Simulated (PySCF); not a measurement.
C4H2BClF2.
SMILES with atom numbers: `[F:1][B:2]([F:3])[C:4]1=[CH:5][C:6]/1=[CH:7]\[Cl:8]` (hydrogens: H9 on C5; H10 on C7)

Computed, not measured: PBE0-D3(BJ)/def2-SVP geometry optimisation, gas phase (PySCF).

(1) List the bond lengths, angles and torsions at this level.

Results:

(1) 
```csv
bond,length (Å)
"F1–B2, B2–F3",1.315
B2–C4,1.543
C4=C5,1.331
C5–C6,1.420
C6=C7,1.328
C7–Cl8,1.736
C4–C6,1.455
C5–H9,1.089
C7–H10,1.090
```

Bonds in one row agree within 0.01 Å and their mean is given. A selection of angles:
```csv
angle,degrees
F1–B2–F3,118.1
F1–B2–C4,121.5
F3–B2–C4,120.4
B2–C4–C5,148.0
B2–C4–C6,150.9
C5–C4–C6,61.1
C4–C5–C6,63.8
C4–C5–H9,147.6
C6–C5–H9,148.6
C5–C6–C7,152.1
C4–C6–C5,55.1
C4–C6–C7,152.8
C6–C7–Cl8,121.7
C6–C7–H10,123.3
Cl8–C7–H10,115.0
```

Dihedral angles: F1–B2–C4–C5 175° (antiperiplanar); B2–C4–C5–C6 -179° (antiperiplanar); C4–C5–C6–C7 180° (antiperiplanar); C5–C6–C7–Cl8 0° (synperiplanar); B2–C4–C6–C5 179° (antiperiplanar). The mirror-image conformer, all signs reversed, is as good.

The 3-membered ring C4–C5–C6 has internal angles of 55.1° to 63.8°. The C–C distances run from 1.328 Å (C6=C7, drawn double) to 1.455 Å (C4–C6, drawn single), a spread of 0.127 Å. B2 (three-coordinate boron) is planar (angles 121.5°, 120.4° and 118.1°, sum 360.0°, 0.00 Å off the plane of its three neighbours).

Point group: near Cs, missed by 0.14 Å at most; the miss may be what the optimiser left on a soft mode. Stationary, but not proved a minimum. The numbers are those of one conformer.
